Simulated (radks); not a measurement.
Results of a calculation; reference values are marked as such.
The scandium ion Sc+ inside a hard spherical wall (all orbitals vanish at R), configuration held at [Ar] 3d1 4s1 and not refilled when levels cross. Level of theory: non-relativistic Kohn-Sham, LDA (Slater exchange, Perdew-Wang correlation), spin-polarised, spherical densities, point nucleus; open shells are filled with parallel spins first (a radial shooting solver on a logarithmic mesh with Libxc functionals). Eigenvalues in eV for spin up, with the zero of energy where the potential of the charges vanishes at infinity; a dash marks a level that is unbound or too diffuse for the functional's potential to be trusted. A positive occupied level is held by the wall or, in an anion where self-interaction has pushed it up, behind a barrier. The pressure on the wall is -dE/dV.

R (bohr)  E (hartree)  kinetic (hartree)    e(3s)    e(3p)    e(3d)    e(4s)  e(4p, empty)  e(5s, empty)  pressure (GPa)
free       -758.43491            757.308  -61.515  -40.963  -10.772  -10.339        -6.822        -2.999               0
12         -758.43490            757.308  -61.514  -40.963  -10.772  -10.339        -6.820        -2.701        0.000113
8          -758.43331            757.324  -61.429  -40.879  -10.696  -10.253        -6.599         0.098          0.0799
7          -758.42883            757.357  -61.267  -40.720  -10.551  -10.058        -6.209         2.720           0.380
4          -758.16925            758.419  -58.104  -37.651   -7.235   -2.343         4.501        42.347            50.7
3          -757.33343            761.442  -53.091  -32.585   -0.780   17.364        27.555        106.96             456
2.5        -755.83252            766.777  -46.332  -25.357    8.179   46.114        58.493        183.94            1810
2          -751.26060            781.716  -29.374   -6.896   29.226   115.71        129.15        346.42            9260
